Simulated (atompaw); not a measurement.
**Mg (Z = 12): one change to a PAW (atompaw) potential, before and after**

atompaw 4.2.0.5 input, output lines left out:

```
Mg 12
LDA-PW scalarrelativistic loggrid 1500 logderivrange -2 5 176
3 3 0 0 0 0
3 0 1.5
3 1 0.5
0 0 0
c
c
v
c
v
2
2.60 2.20 1.90 2.00
y
3.65
n
y
0.3
n
y
-0.05
n
custom polynom vanderbiltortho gaussian
3 1 ultrasoft
2.60
2.40
2.60
2.60
2.60
```

Change: augmentation gaussian compensation charge, radius 2.20 bohr; PAW radius 2.60 bohr; waves and projectors: custom rrkj gramschmidtortho.

Cutoffs: the cutoffs (Ry, on a coarse ladder) from which the occupation-weighted sum of valence levels, in a spherical-Bessel basis at the reference potential, stays within 10 and 1 mRy of its value at 400 Ry; they do not see the model core or the augmentation charge, which bear on the density cutoff.

Problem. What does the change do?

Solution. Both files are very soft, the changed one slightly softer (loose and tight cutoff 6 and 8 Ry → 6 and 6 Ry on this coarse ladder); the range in which the p phases agree widens (upper end 2.2 → 3.3); the range in which the d phases agree widens (upper end 0.8 → 3.5); neither file shows a bound ghost.

| quantity | base | changed |
| --- | --- | --- |
| cutoff, loose | 6 Ry | 6 Ry |
| cutoff, tight | 8 Ry | 6 Ry |
| bound ghosts | none | none |
| s: phases at 2.61 bohr within 0.05 rad from the reference energy up to (Ry; the scan ends near 5) | to the end of the scan | 4.6 |
| p: phases at 2.61 bohr within 0.05 rad from the reference energy up to (Ry; the scan ends near 5) | 2.2 | 3.3 |
| d: phases at 2.61 bohr within 0.05 rad from the reference energy up to (Ry; the scan ends near 5) | 0.8 | 3.5 |
| lowest overlap eigenvalue by channel | s 0.18, p 0.74, d 1.00 | s 0.73, p 0.78, d 1.00 |

 The cutoffs see the waves, projectors and local potential, not the compensation charge or the core.
